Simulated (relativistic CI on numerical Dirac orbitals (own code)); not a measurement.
**Mo⁴⁺: 4p photoemission**

Computed with this model: Dirac-Coulomb-Breit CI, KLI orbitals optimised for each configuration, model QED, multiplet model of photoemission in the sudden approximation, unscaled Slater integrals; configurations [Kr] 4d2 → [Ar] 3d10 4s2 4p5 4d2; 300 K; Lorentzian 0.84 eV and Gaussian 0.6 eV FWHM. Energies are those of the free ion, without screening or charge transfer. The energies are binding energies and can lie tens of eV above those of solids. S is read from ⟨S²⟩ = S(S + 1).

Field parameters in Wybourne normalisation: Oh B⁴₀ = 21Dq, B⁴₄ = √(5/14) B⁴₀. The field is a parameter set, without covalency.

Computed curve for Oh, 10Dq = 20000 cm⁻¹, scaled to 100 at the maximum (points under 2 are left out and the grid is thinned):

| Energy (eV) | Intensity |
| --- | --- |
| 84.6 | 2.0 |
| 85.3 | 2.7 |
| 85.9 | 3.7 |
| 86.6 | 5.8 |
| 87.2 | 10.3 |
| 87.9 | 30.0 |
| 88.6 | 65.0 |
| 89.2 | 47.5 |
| 89.9 | 78.8 |
| 90.5 | 99.6 |
| 91.2 | 82.3 |
| 91.8 | 70.5 |
| 92.5 | 59.5 |
| 93.2 | 41.0 |
| 93.8 | 41.4 |
| 94.5 | 34.5 |
| 95.1 | 23.4 |
| 95.8 | 18.7 |
| 96.5 | 17.4 |
| 97.1 | 12.0 |
| 97.8 | 8.7 |
| 98.4 | 8.2 |
| 99.1 | 5.4 |
| 99.8 | 3.3 |
| 100.4 | 2.2 |
| 101.6 | 2.2 |
| 102.2 | 2.0 |
| 102.9 | 2.9 |
| 103.6 | 8.1 |
| 104.2 | 12.2 |
| 104.9 | 9.2 |
| 105.5 | 5.8 |
| 106.2 | 2.4 |
| 107.3 | 2.3 |
| 108.0 | 5.4 |
| 108.7 | 14.1 |
| 109.3 | 8.5 |
| 110.0 | 3.2 |
| 110.6 | 3.4 |
| 111.3 | 2.1 |

The ground state has S = 1.00, and the centroid lies at 93.00 eV.
